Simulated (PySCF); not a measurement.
## Rh (rhodium, neutral) across methods

[Kr] 4d8 5p1, one real determinant (an excited configuration). Computed with PySCF 2.14 in aug-cc-pwCVTZ-DK (11s10p8d4f3g, 136 functions), with scalar relativity by spin-free X2C-1e.

| method | E (hartree) | mean ε 4d α (eV) | mean ε 4d β (eV) | mean ε 5p α (eV) | Σ⟨r²⟩ (bohr²) | ⟨S²⟩ |
| --- | --- | --- | --- | --- | --- | --- |
| r2SCAN | -4783.35 | -8.320 | -7.126 | -2.135 | 62.98 | 3.752 |
| PBE0 | -4783.03 | -9.823 | -8.565 | -2.497 | 64.29 | 3.751 |
| MN15 | -4786.68 | -10.635 | -9.508 | -2.767 | 64.59 | 3.752 |
| LDA | -4778.15 | -8.264 | -7.071 | -2.120 | 62.83 | 3.750 |
| UHF | -4780.93695 | -14.389 | -12.757 | -3.337 | 69.93 | 3.754 |
| BLYP | -4783.53 | -7.966 | -6.933 | -1.921 | 64.33 | 3.751 |
| BP86 | -4783.94 | -8.208 | -7.111 | -2.183 | 63.15 | 3.751 |
| PBE | -4782.97 | -8.115 | -6.958 | -2.074 | 63.81 | 3.751 |

⟨L²⟩ = 14.04 against 20 for a pure G term, so this real determinant mixes terms.
